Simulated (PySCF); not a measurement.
Adding and removing an electron: TlSe

PBE0; basis Tl def2-SVP with ECP60, Se def2-SVP; scalar-relativistic core potentials; PySCF 2.14. Neutral (UKS): doublet (π ↑), Re = 2.731 Å, ωe = 178 cm⁻¹, De = 2.83 eV, HOMO -5.95 eV, LUMO -3.70 eV.

TlSe⁺ (UKS): triplet (π ↑↑), Re = 3.271 Å, ωe = 86.4 cm⁻¹. The energies at the minima are -2573.51016 hartree for TlSe and -2573.22990 for TlSe⁺.

Q: Work out the adiabatic ionisation energy, without and with harmonic zero-point energies (1 hartree = 27.2114 eV, 1 eV = 8065.5 cm⁻¹), and the change of the bond length.

A: At PBE0: 0.28026 hartree = 7.626 eV between the minima; the zero-point term (86.4 − 178.0)/2 cm⁻¹ = -0.006 eV makes it 7.621 eV. Re changes by +54.0 pm against the neutral. The electron leaves a π orbital, and the ion is left as a loose complex of an ion and an atom.

These are scalar-relativistic numbers at best; spin–orbit coupling would shift them, the dissociation energy most. States were picked by a PBE0 search and need not be the measured ground states.
